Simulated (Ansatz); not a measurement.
`C[O][Ta]([NH2])([F])=[S]` + H₂O → `[NH2][Ta]([OH])([F])=[S]` + CH₃OH  (formal hydrolysis of a Ta–O bond)

Calculated with Ansatz (gas phase, PBE0-D4/def2-TZVP geometries, no zero-point term in ΔE). CCSD(T)/CBS is the MP2 limit (def2-TZVPP, def2-QZVPP) plus CCSD(T) − MP2 in def2-TZVPP, frozen cores. This one scheme is used for every species. Functionals use def2-TZVPP. HSE06 is defined as in plane-wave codes. def2 core potentials past Kr. For Ta outer-core shells are correlated without core-valence functions, which leaves a few kJ/mol of doubt a bond. One conformer a species, not always the lowest.

| level | ΔE (kcal/mol) |
| --- | --- |
| HSE06-D4 | 2.9 |
| r2SCANh | 2.5 |
| RPA@PBE/def2-TZVPP | 3.8 |
| MP2/CBS(def2) | 4.9 |

Q: What does CCSD(T)/CBS give? (Estimate.)

A: Computed: +4.1 kcal/mol. The listed levels differ from it by -1.2, -1.6, -0.3, 0.8 kcal/mol.

Largest T1 diagnostic among the species: 0.020, so the coupled-cluster value is less sure than usual.

Leaving LDA and LC-ωPBE aside and taking each functional with its dispersion term where it has one, the values, not all of them listed here, spread over 0.9 kcal/mol, from ωB97M-V to BLYP-D4. The D4 term adds +1.2 kcal/mol with B3LYP and +0.7 kcal/mol with PBE0; it sums over pairs of atoms, weighted by their polarisabilities, and B3LYP, whose exchange is more repulsive, gets the larger term.

CCSD(T)/CBS has its own doubt, a few kJ/mol and more with outer-core shells, so smaller differences from it don't rank the levels.

B3LYP here is the variant with VWN-RPA as its local correlation; programs differ in this.
